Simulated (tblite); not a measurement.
C3H8O4SSi.
Z-matrix (Å and degrees, GFN2-xTB geometry), rows numbered from 1:
```
C 
S   1  1.8054
O   2  1.4351  1  109.17
O   2  1.4336  1  109.35  3  -130.13
C   2  1.8423  1  103.54  3   115.21
C   5  1.4947  2   99.98  1    78.57
O   6  1.2066  5  122.47  2   -77.11
O   6  1.3062  5  113.42  2    98.08
Si  8  1.6720  6  122.56  5  -159.21
H   1  1.0829  2  107.71  3  -163.51
H   1  1.0817  2  107.89  3   -42.33
H   1  1.0827  2  107.44  3    77.16
H   5  1.0838  2  107.79  1   -40.73
H   5  1.0843  2  108.16  1  -162.85
H   9  1.4537  8  108.25  6    59.27
H   9  1.4611  8  108.62  6   -62.91
H   9  1.4559  8   97.02  6   179.98
```

Calculated harmonic vibrations of the isolated species, GFN2-xTB (tblite), most abundant isotopes, no scaling. Against measured fundamentals such values can be off by several per cent, at times by over 20. Modes of hydrogen on silicon can be 10 to 20 % off. One conformer, not necessarily the lowest.

Harmonic wavenumbers (cm⁻¹): 33.4, 57.5, 82.8, 98.9, 139.1, 160.7, 168.0, 217.7, 252.6, 306.2, 373.2, 399.1, 460.9, 577.5, 590.2, 612.0, 631.8, 696.6, 732.2, 742.0, 758.9, 776.3, 793.2, 820.4, 869.6, 885.6, 982.1, 1007.5, 1088.6, 1125.4, 1255.1, 1268.7, 1275.2, 1390.7, 1414.1, 1423.8, 1741.6, 2284.5, 2334.4, 2350.6, 3036.8, 3056.7, 3061.9, 3080.7, 3090.0.

A = 2509, B = 739.0, C = 697.4 MHz; mass 167.991 u (most abundant isotopes); point group C1, symmetry number 1.

Zero-point energy?

½Σν̃ = 24252 cm⁻¹ = 69.34 kcal/mol.

Give the ideal-gas entropy at 298.15 K and 1 bar in the rigid-rotor, harmonic-oscillator model (classical rotation).

Translation 41.29, rotation 29.90, vibration 37.41: S = 108.6 cal/(mol K).

And Cp and H(298.15 K) − H(0)?

Cp = 43.45 cal/(mol K), of which vibrations give 35.50 (their classical limit is 45 R = 89.4); H(298.15 K) − H(0) = 8.02 kcal/mol without the zero-point energy, 5.65 from vibrations.

What must be added to the electronic energy to get the Gibbs energy at 298.15 K and 1 bar?

ZPE + [H(298.15 K) − H(0)] − T·S = 69.34 + 8.02 − 32.38 = 44.98 kcal/mol.

Blend soft modes into free rotors: weight 1/[1 + (100 cm⁻¹/ν̃)⁴] for the oscillator and the rest for a rotor with moment μB/(μ + B), μ = h/(8π²ν), B = 10⁻⁴⁴ kg m². What vibrational entropy results?

33.82 cal/(mol K) in place of 37.41, which changes −T·S at 298.15 K by +1.07 kcal/mol.

How do the functions run with temperature in this model?

| T (K) | S (cal/(mol K)) | Cp (cal/(mol K)) | H − H(0) (kcal/mol) | G − H(0) (kcal/mol) | ln q(vib) |
| --- | --- | --- | --- | --- | --- |
| 150 | 84.8 | 27.6 | 2.74 | -9.97 | 4.37 |
| 250 | 101.4 | 38.5 | 6.05 | -19.30 | 7.73 |
| 400 | 122.7 | 52.5 | 12.92 | -36.15 | 12.48 |
| 600 | 146.5 | 64.9 | 24.77 | -63.15 | 18.34 |
| 900 | 175.2 | 76.1 | 46.07 | -111.58 | 26.14 |

q(vib) and H(0) count from the zero-point level.

Which modes carry the vibrational entropy at 298.15 K?

33.4 cm⁻¹: 5.62; 57.5 cm⁻¹: 4.54; 82.8 cm⁻¹: 3.82; 98.9 cm⁻¹: 3.48; 139.1 cm⁻¹: 2.82; 160.7 cm⁻¹: 2.54 cal/(mol K); the other 39 give 14.60 together.

Hindered rotation and anharmonicity are outside this model. Other conformers, if any are populated, would add a mixing term that is left out. The structure is chiral; the term R ln 2 for an equal mix with its mirror image is left out.
